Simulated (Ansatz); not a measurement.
(1) Predict a relaxed structure of B6Pt⁺, charge 1, doublet, at r2SCAN-D4/def2-SVP (Ansatz).

## Answers

(1) 
```xyz
7

Pt   -2.172   -0.912   -1.496
B    -0.160   -0.233    0.869
B    -1.512   -0.857    0.267
B     1.200    0.417    1.338
B    -0.463   -0.083   -0.976
B     2.232    1.132    0.393
B     0.875    0.537   -0.395
```
Point group Cs (tolerance 0.1 Å). The metal has 2 neighbours: B 1.88 Å, B 1.97 Å. This is one stationary point.

In the def2 sets Pt takes a core potential; there is no spin–orbit coupling. The structure comes from a short search, and lower isomers may exist.
